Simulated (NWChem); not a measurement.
## Correlation energy of C$_{2}$HF$_{2}$

SMILES: [CH]=C(F)F
```xyz
5

C      0.5880    -1.2994     0.0000
C      0.0660    -0.0962     0.0000
F      0.7557     1.0182     0.0000
F     -1.2228     0.1719     0.0000
H      0.2795    -2.3377     0.0000
```
Charge 0, spin multiplicity 2.

Everything below was run with NWChem. The geometry was optimised at UPBE0/def2-SVP, a minimum by its harmonic frequencies.

Basis set: 6-31G*. Each correlation energy counts from its own Hartree-Fock reference.

The correlated methods keep 4 core orbitals frozen. The Pople sets run with spherical d functions. The structure started from a generated list of species. The unpaired electrons of the parent sit in orbitals of symmetry a' (Cs labels of the run); other states weren't searched. No SCF solution was tested for a lower state. Open-shell Hartree-Fock references start from PBE0 orbitals. No row is a measurement; the coupled-cluster row has its own basis-set and correlation limits.

```tsv
method	correlation energy (mHa)	remark
UMP2	-545.3	spin-contaminated
SCS-UMP2	…	spin-contaminated
CCSD on UHF	-573.5	spin-contaminated
CCSD[T] on UHF	-591.5	spin-contaminated
CCSD(T) on UHF	…	spin-contaminated
CCSD on ROHF	-581.4	-
CCSD[T] on ROHF	-599.6	-
CCSD(T) on ROHF	…	-
```

### Question
What belongs in the gaps?

### Answer

- SCS-UMP2, correlation energy (mHa): -523.3
- CCSD(T) on UHF, correlation energy (mHa): -589.3
- CCSD(T) on ROHF, correlation energy (mHa): -597.7
